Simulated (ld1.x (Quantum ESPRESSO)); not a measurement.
The numbers below are computed, except where a source is named.
Potentials for Si (Z = 14) compared

Generated with ld1.x 7.5 (TM, RRKJ, ultrasoft, PAW), atompaw 4.2 or ONCVPSP 4.0.1. The cutoff is in Ry: for ld1.x and atompaw files where the sum of valence levels is converged to 10 mRy in a Bessel basis, for ONCV files where the hardest occupied wave has 1 mHa per electron of residual kinetic energy. The error is the largest all-electron minus pseudo excitation energy over each file’s own four to seven test configurations (ionisations up to +4, promotions, holes and added fractions of an electron), all of which were solved. The labels leave out finer settings (local radius, basis sizes, second energies), which also bear on the numbers. Spin-polarised tests are not counted. The rows are a selection from randomly drawn settings: files with unsolved tests, undetermined cutoffs or missed reference levels are left out.

| potential | cutoff (Ry) | largest error (meV) | bound ghosts |
| --- | --- | --- | --- |
| ultrasoft, PBE, scalar-relativistic, rc 1.90/1.95/1.65 (spd), local d, core correction yes, reference 3s2 3p2 | 8 | +26 | none |
| ultrasoft, BLYP, scalar-relativistic, rc 1.55/1.90 (sp), local smoothed, core correction yes, reference 3s2 3p2 | 12 | -17 | none |
| ultrasoft, PBE, fully relativistic, rc 2.00/1.90 (sp), local smoothed, core correction no, reference 3s2 3p1 | 6 | +33 | none |

(1) Fill in the row for Si: RRKJ, PBE, scalar-relativistic, rc 1.70/2.14 (sp), local smoothed, core correction yes, reference 3s1.5 3p2.5.

(2) Fill in the row for Si: ultrasoft, PBE, non-relativistic, rc 0.95/1.05 (sp), local smoothed, core correction no, reference 2s2 2p6 3s2 3p2.

(3) Fill in the row for Si: PAW, LDA (PZ), scalar-relativistic, rc 1.50/1.65 (sp), local smoothed, core correction yes, reference 3s2 3p1.75.

Results:

(1) cutoff 35 Ry, largest error +99 meV, bound ghosts: none.

(2) cutoff 120 Ry, largest error -330 meV, bound ghosts: none.

(3) cutoff 15 Ry, largest error -68 meV, bound ghosts: none.
